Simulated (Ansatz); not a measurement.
Reaction (isomerisation): `C=[CH][Al]([CH3])[OH]` → `C1C[O][AlH][CH2]1`

Isolated molecules relaxed with PBE0-D4/def2-TZVP in Ansatz; ΔE leaves out vibrations. CCSD(T)/CBS is the MP2 limit (def2-TZVPP, def2-QZVPP) plus CCSD(T) − MP2 in def2-TZVPP, frozen cores. DFT in def2-TZVPP. B3LYP here is the variant with VWN-RPA as its local correlation; programs differ in this. One conformer a species, not always the lowest.

`C=[CH][Al]([CH3])[OH]`:

Cartesian coordinates in Å:
```
C -0.798 1.950 0.099
C 0.436 1.440 0.082
Al 0.689 -0.484 -0.021
C -0.817 -1.712 -0.088
O 2.250 -1.161 -0.060
H -1.682 1.316 0.058
H -0.999 3.019 0.153
H 1.257 2.157 0.127
H -1.496 -1.567 0.758
H -0.481 -2.751 -0.075
H -1.411 -1.566 -0.996
H 3.052 -0.642 -0.038
```

`C1C[O][AlH][CH2]1`:

```xyz
12

C     0.767    0.125   -0.596
C     0.899    0.307    0.923
O    -0.345    0.669    1.498
Al   -1.634    0.139    0.501
C    -0.544   -0.607   -0.940
H     1.654   -0.387   -0.984
H     0.749    1.120   -1.057
H     1.640    1.079    1.154
H     1.250   -0.629    1.381
H    -3.150    0.318    0.902
H    -0.855   -0.443   -1.972
H    -0.433   -1.691   -0.810
```

```csv
level,ΔE (kJ/mol)
B3LYP-D4,52.5
B2PLYP,53.4
HF/def2-QZVPP,59.2
HF/CBS(def2),59.2
```

(1) What does CCSD(T)/CBS give? (An estimate is asked.)

Largest T1 diagnostic among the species: 0.012.

Results:

(1) Computed: +50.4 kJ/mol. The listed levels differ from it by 2.1, 3.0, 8.8, 8.8 kJ/mol.

From PBE to PBE0 (25 % exact exchange), in def2-TZVPP and without D4, ΔE moves by −7.5 kJ/mol. In def2-TZVPP, CCSD(T) changes the Hartree–Fock value by −12.0 kJ/mol (the triples alone add +0.2 kJ/mol) and MP2 by −14.7 kJ/mol.

CCSD(T)/CBS has its own doubt, a few kJ/mol and more with outer-core shells, so smaller differences from it don't rank the levels.
